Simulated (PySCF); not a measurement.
## UHF on S(3+) (sulfur, charge +3)

Configuration: [Ne] 3s2 3p1, 2P determinant. Calculation: PySCF 2.14, in an uncontracted even-tempered set (21 s from 0.028 bohr⁻², ratio 2.5; 14 p from 0.036 bohr⁻², ratio 2.5; 6 d from 0.67 bohr⁻², ratio 2.7; 5 f from 1 bohr⁻², ratio 2.7); the spin-free X2C one-electron Hamiltonian (Gaussian nucleus).

* Total energy: -396.167957 hartree
* One-electron energy: -528.1524 hartree
* Hartree (Coulomb) energy: 156.0874 hartree
* Exchange energy: -24.1030 hartree
* ⟨S²⟩: 0.7596
* ⟨L²⟩: 2.029
* Sum of ⟨r⟩: 8.515 bohr
* Sum of ⟨r²⟩: 10.58 bohr²
* Traceless quadrupole moment −½Σ⟨3z² − r²⟩ along its main axis: -1.30 e·bohr²
* Langevin diamagnetic susceptibility: -8.38 ×10⁻⁶ cm³/mol

```tsv
shell	electrons	mean orbital energy (eV)	spread (eV)	rms radius, mean of both spins (bohr)
1s α	1	-2554.9	0	0.112
1s β	1	-2554.5	0	0.112
2s α	1	-288.34	0	0.514
2s β	1	-287.97	0	0.514
2p α	3	-223.79	0.726	0.490
2p β	3	-223.10	0.823	0.490
3s α	1	-59.474	0	1.64
3s β	1	-55.970	0	1.64
3p α	1	-47.026	0	1.79
```

Densities and radii are taken from the X2C orbitals without a picture-change correction, which distorts them close to the nucleus.

Spin-orbit constants ζ (cm⁻¹) from the X2C one-electron operator on these orbitals: bare nucleus, nucleus screened by l(l+1)(2l+1)/3 electrons, and screened by the Breit-Pauli mean field of the electrons.

| shell | bare | screened nucleus | mean field |
| --- | --- | --- | --- |
| 2p | 7581 | 6633 | 6212 |
| 3p | 710.3 | 621.5 | 575.7 |

To first order the Landé constant is A = 575.7 cm⁻¹, so the lowest level has J = 1/2 and lies 0.0714 eV below the centre of the term.
